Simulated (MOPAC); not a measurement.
Input for MOPAC: PM3 on KH, a point of a bond scan (R = 2.492 Å).

```
PM3 1SCF PRECISE CHARGE=0 THREADS=1
HK

K     -0.00000000 1    -0.00000000 1    -0.11326949 1
H      0.00000000 1     0.00000000 1     2.37865929 1
```

Program output:

```
*******************************************************************************
 **                                                                           **
 **                              MOPAC v23.2.5                                **
 **                                                                           **
 *******************************************************************************
 ** MOPAC's Digital Object Identifier: https://doi.org/10.5281/zenodo.6511958 **
 **                                                                           **
 ** Please cite the open-source release paper for use of this MOPAC version:  **
 ** J. E. Moussa and J. J. P. Stewart (2026)                                  **
 ** MOPAC: An open-source semiempirical molecular orbital program             **
 ** J. Open Source Softw., 11(119), 8025, https://doi.org/10.21105/joss.08025 **
 *******************************************************************************

                              PM3 CALCULATION RESULTS

 *******************************************************************************
 *  PM3        - The PM3 Hamiltonian to be used
 *
 *
 *
 *                 CHARGE ON SYSTEM = 0
 *
 *
 *
 *  PRECISE    - TIGHTER CRITERIA TO BE USED
 *  1SCF       - DO 1 SCF AND THEN STOP
 *  THREADS=1  - MULTI-THREADING NOT USED
 *  T=         - A TIME OF 172800.0 SECONDS REQUESTED
 *  DUMP=N     - RESTART FILE WRITTEN EVERY 7200.0 SECONDS REQUESTED
 *******************************************************************************
PM3 1SCF PRECISE CHARGE=0 THREADS=1
 HK

   ATOM   CHEMICAL          X               Y               Z
  NUMBER   SYMBOL      (ANGSTROMS)     (ANGSTROMS)     (ANGSTROMS)

     1       K         -0.00000000  *  -0.00000000  *  -0.11326949  *
     2       H          0.00000000  *   0.00000000  *   2.37865929  *



          CARTESIAN COORDINATES

    NO.       ATOM           X           Y           Z

     1         K         -0.0000     -0.0000     -0.1133
     2         H          0.0000      0.0000      2.3787

  H: (PM3): J. J. P. STEWART, J. COMP. CHEM. 10, 209 (1989).
  K: (PM3): J. J. P. STEWART, J. MOL. MOD., 10, 155-164 (2004)

           Empirical Formula: H K  =     2 atoms



      MOLECULAR POINT GROUP   :   C*v


      RHF CALCULATION, NO. OF DOUBLY OCCUPIED LEVELS = 1


 -------------------------------------------------------------------------------
 PM3 1SCF PRECISE CHARGE=0 THREADS=1
 HK



     1SCF WAS SPECIFIED, SO BFGS WAS NOT USED
     SCF FIELD WAS ACHIEVED


                              PM3 CALCULATION
                                                       MOPAC v23.2.5 Linux




          FINAL HEAT OF FORMATION =         32.48774 KCAL/MOL =     135.92871 KJ/MOL


          COSMO AREA              =        131.55 SQUARE ANGSTROMS
          COSMO VOLUME            =        141.02 CUBIC ANGSTROMS

          IONIZATION POTENTIAL    =          6.784651 EV
          HOMO LUMO ENERGIES (EV) =         -6.785  1.471
          NO. OF FILLED LEVELS    =          1
          MOLECULAR WEIGHT        =         40.1062         POINT GROUP:  C*v

          MOLECULAR DIMENSIONS (Angstroms)

            Atom       Atom       Distance
            H     2    K     1     2.49193
            H     2    K     1     0.00000
            K     1    H     2     0.00000


          SCF CALCULATIONS        =          1





   ATOM   CHEMICAL          X               Y               Z
  NUMBER   SYMBOL      (ANGSTROMS)     (ANGSTROMS)     (ANGSTROMS)

     1       K         -0.00000000  *  -0.00000000  *  -0.11326949  *
     2       H          0.00000000  *   0.00000000  *   2.37865929  *

                             CARTESIAN COORDINATES

   1    K       -0.000000000    -0.000000000    -0.113269490
   2    H        0.000000000     0.000000000     2.378659290


           Empirical Formula: H K  =     2 atoms



      MOLECULAR POINT GROUP   :   C*v


                  EIGENVALUES
  -6.78465   1.47060   1.50953   1.50953   5.80419


              NET ATOMIC CHARGES AND DIPOLE CONTRIBUTIONS

  ATOM NO.   TYPE          CHARGE      No. of ELECS.   s-Pop       p-Pop
    1          K           0.424248        0.5758     0.13954     0.43622
    2          H          -0.424248        1.4242     1.42425
 DIPOLE           X         Y         Z       TOTAL
 POINT-CHG.     0.000     0.000    -5.078     5.078
 HYBRID         0.000     0.000    -3.572     3.572
 SUM            0.000     0.000    -8.650     8.650


          ATOMIC ORBITAL ELECTRON POPULATIONS

     Atom    s        px        py        pz
    1  K   0.13954   0.00000   0.00000   0.43622
    2  H   1.42425

 **********************
 *                    *
 * JOB ENDED NORMALLY *
 *                    *
 **********************




 == MOPAC DONE ==
```

The run finished.

Cost: around 0.020 core-seconds (rough).
